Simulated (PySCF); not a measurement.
BrFGeH2O2, SMILES [Br][Ge]([F])([OH])[OH]. Atoms are numbered in the order given.

```xyz
7

O     -0.9186     1.8314     0.5678
Ge    -0.5447     0.1245     0.3644
O     -1.9398    -0.6545    -0.3507
F     -0.2302    -0.5206     1.9453
Br     1.2973    -0.3077    -0.9131
H     -0.2673     2.3070     1.1028
H     -2.7675    -0.2511    -0.0492
```

Geometry: B3LYP-D3(BJ)/def2-SVP. The structure was generated by enumeration, and PubChem lists no compound with its InChIKey, so it may never have been made. Other conformers were not sampled.

Computed with PBE/pcSseg-1 in PySCF.

GIAO shieldings, no solvent; atoms listed in one row are averaged. δ = σ(ref) − σ: ¹⁷O against H2O (σ = 334.3 ppm); ⁷³Ge against GeH4 (σ = 1614.4 ppm); ¹⁹F against CFCl3 (σ = 133.6 ppm); ¹H against TMS (σ = 31.49 ppm), references at their B3LYP-D3(BJ)/def2-TZVP geometries, non-relativistic (without spin–orbit terms, shifts of atoms bonded to Cl or Br come out too high).

```json
[
 {"nucleus": "¹⁷O", "atoms": "O1", "count": "1", "δ (ppm)": "104.5"},
 {"nucleus": "¹⁷O", "atoms": "O3", "count": "1", "δ (ppm)": "84.9"},
 {"nucleus": "⁷³Ge", "atoms": "Ge2", "count": "1", "δ (ppm)": "385.7"},
 {"nucleus": "¹⁹F", "atoms": "F4", "count": "1", "δ (ppm)": "-108.2"},
 {"nucleus": "¹H", "atoms": "H6", "count": "1", "δ (ppm)": "2.83"},
 {"nucleus": "¹H", "atoms": "H7", "count": "1", "δ (ppm)": "2.73"}
]
```
